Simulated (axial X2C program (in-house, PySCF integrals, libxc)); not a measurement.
## Which molecule has these constants?

All values come from calculations with an in-house relativistic program for diatomic molecules, spin-free (one-electron X2C) or two-component (2c: spin–orbit coupling with atomic mean-field Coulomb and Gaunt terms, which also bring small scalar terms), in Dyall basis sets with cores contracted in-house; open shells are unrestricted.

A two-component PBE0 calculation in a Dyall 3-zeta basis gave Re = 2.406 Å, ωe = 357.2 cm⁻¹, De = 1.43 eV, Ω = 0.

Question: Which molecule is it?
A. LiS⁻
B. NaS⁻
C. SH⁻
D. CsS⁻

Answer: B. The others have CsS⁻ 2.838 Å and 235.3 cm⁻¹ (Ω = 0); LiS⁻ 2.054 Å and 654.9 cm⁻¹ (Ω = 0); SH⁻ 1.348 Å and 2662.9 cm⁻¹ (Ω = 0).

Each entry is the lowest single determinant of a limited PBE0 search at one distance. De goes to single-determinant-based atoms at the same level (for ions the charge split of lowest energy) and is withheld (n/a) where an atom does not fit its ground term or J level. Main or longest-lived isotopes. One determinant is a doubtful description, or other states lie close, for NaS⁻, CsS⁻; these need not be ground states, and all values refer to the states named. Some light 2c atoms are not at their ground J level, so De misses part of their lowering (0.04 eV or less). The functionals have no current term, which raises determinants with orbital currents.
